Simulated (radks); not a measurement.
The neodymium ion Nd1.25+, configuration [Xe] 4f2.75 6s1 6p1 (fractional occupations, a model configuration). All-electron calculation, scalar-relativistic Kohn-Sham, PBE, spin-unpolarised, spherical densities, finite nucleus; Fermi nuclear charge, rms radius 4.9123 fm. Program: a radial shooting solver on a logarithmic mesh with Libxc functionals.

Unscreened Slater integrals over Kohn-Sham orbitals (cm^-1).

\begin{tabular}{lr}
integral & value \\ \hline
F0(6p,6p) & 45259 \\
F2(6p,6p) & 25040 \\
F0(6p,6s) & 49135 \\
G1(6p,6s) & 31231 \\
F0(6p,4f) & 59054 \\
F2(6p,4f) & 8228.3 \\
G2(6p,4f) & 2154.1 \\
G4(6p,4f) & 1961.5 \\
F0(6p,5p) & 56696 \\
F2(6p,5p) & 13998 \\
G0(6p,5p) & 2619.2 \\
G2(6p,5p) & 3564.0 \\
F0(6s,6s) & 54871 \\
F0(6s,4f) & 70879 \\
G3(6s,4f) & 3051.6 \\
F0(6s,5p) & 67363 \\
G1(6s,5p) & 5487.5 \\
F0(4f,4f) & 212020 \\
F2(4f,4f) & 99636 \\
F4(4f,4f) & 62274 \\
F6(4f,4f) & 44732 \\
F0(4f,5p) & 142050 \\
F2(4f,5p) & 51877 \\
G2(4f,5p) & 28643 \\
G4(4f,5p) & 21948 \\
F0(5p,5p) & 120140 \\
F2(5p,5p) & 64994 \\
\end{tabular}

Derived for the open shells (J is the average intra-shell exchange parameter used in DFT+U). 4f: F4/F2 = 0.625, F6/F2 = 0.449, J = (286 F2 + 195 F4 + 250 F6)/6435 = 8053 cm^-1. 6p: J = F2/5 = 5008 cm^-1.
